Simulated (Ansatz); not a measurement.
# Redistribution: C2H3Cl2Ga + C3H6ClGa → C2H4ClGa + C3H5Cl2Ga

Species: C2H3Cl2Ga `C=[CH][Ga]([Cl])[Cl]`, singlet; C3H6ClGa `C=C[CH2][GaH][Cl]`, singlet; C2H4ClGa `C=[CH][GaH][Cl]`, singlet; C3H5Cl2Ga `C=C[CH2][Ga]([Cl])[Cl]`, singlet. The partners trade Cl for H; both sit on Ga, so the bond types are kept.

Shapes, held fixed at every level: PBE0-D4/def2-TZVP. Flexible molecules stand in one conformer, not always the lowest. Programs: Ansatz 0.2.0. Electronic energies: no zero-point or thermal term.

```tsv
level	kind	ΔE (kJ/mol)
HF/def2-TZVPP	Hartree–Fock	+4.1
PBE-D4/def2-TZVPP	GGA	+8.7
r2SCAN-D4/def2-TZVPP	meta-GGA	+9.6
B3LYP-D4/def2-TZVPP	global hybrid	+7.3
BHLYP-D4/def2-TZVPP	global hybrid	+6.3
PBE0-D4/def2-TZVPP	global hybrid	+7.9
CCSD/def2-SVP	coupled cluster or CI	+3.5
MP2/def2-TZVPP	perturbation theory	+7.7
```

MP2/def2-TZVPP gives ΔE = +7.7 kJ/mol; the levels span +3.5 to +9.6. The median of the levels is +7.5. No measured value is set beside it here. Relativity is left out for Ga. Outer-core shells of Ga are correlated in most correlated rows, in sets that cover them unevenly.
